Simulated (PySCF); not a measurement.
An equivalent PySCF input for Si (silicon, neutral), [Ne] 3s2 3p2, high-spin 3P determinant, with scalar relativity by spin-free X2C-1e:

```python
from pyscf import gto, scf, dft, mp, cc
import basis_set_exchange as bse
mol = gto.M(atom="Si 0 0 0", charge=0, spin=2, symmetry="D2h",
            basis=gto.basis.parse(bse.get_basis("cc-pVTZ-DK", elements=["Si"], fmt="nwchem", header=False)),
            nucmod="G")
mf = scf.UHF(mol).sfx2c1e()
mf.irrep_nelec = {'Ag': (3, 3), 'B1u': (2, 1), 'B2u': (2, 1), 'B3u': (1, 1)}
mf.kernel()
```

It reaches the same state as the run whose output follows, and the same energy. The run itself started from symmetry-adapted Hartree-Fock orbitals and held the occupation by maximum overlap, so the iterations belong to that start.

```
SCF conv_tol = 1e-09
number electrons alpha = 8  beta = 6
cycle= 1 E= -289.458230865296  delta_E= -0.00341  |g|= 0.021  |ddm|= 0.0575
cycle= 2 E= -289.458834217122  delta_E= -0.000603  |g|= 0.00919  |ddm|= 0.0261
cycle= 3 E= -289.458976702028  delta_E= -0.000142  |g|= 0.000538  |ddm|= 0.0226
cycle= 4 E= -289.458977159694  delta_E= -4.58e-07  |g|= 0.000109  |ddm|= 0.00349
cycle= 5 E= -289.458977183223  delta_E= -2.35e-08  |g|= 3.33e-05  |ddm|= 0.000991
cycle= 6 E= -289.458977185471  delta_E= -2.25e-09  |g|= 5.1e-06  |ddm|= 0.00037
cycle= 7 E= -289.458977185514  delta_E= -4.29e-11  |g|= 4.28e-07  |ddm|= 4.69e-05
converged SCF energy = -289.458977185514  <S^2> = 2.014606  2S+1 = 3.0097216
```
